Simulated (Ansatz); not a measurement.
All numbers were calculated with Ansatz.

A structure relaxed at PBE0-D4/def2-TZVP, charge 0, multiplicity 1:

```tsv
atom	x (Å)	y (Å)	z (Å)
C1	2.262	-1.069	1.050
Al2	0.455	-0.643	0.518
O3	-1.045	-0.170	1.180
C4	-1.198	-0.285	-0.318
Si5	-1.562	1.333	-1.151
H6	2.730	-0.198	1.515
H7	2.875	-1.377	0.202
H8	2.259	-1.877	1.786
H9	-1.863	-1.108	-0.594
H10	-0.486	2.312	-0.811
H11	-1.565	1.143	-2.629
H12	-2.863	1.940	-0.748
```

Problem. Give its formula and SMILES.

Solution. C2H7AlOSi, `[CH3][Al]1[O][CH]1[SiH3]`.

Problem. Summarise the bond lengths by kind.

Solution. 2 × Al–C 1.887 to 1.931 Å; 4 × C–H 1.091 to 1.093 Å; 1 × Al–O 1.707 Å; 1 × C–O 1.510 Å; 1 × C–Si 1.856 Å; 3 × H–Si 1.491 to 1.493 Å.
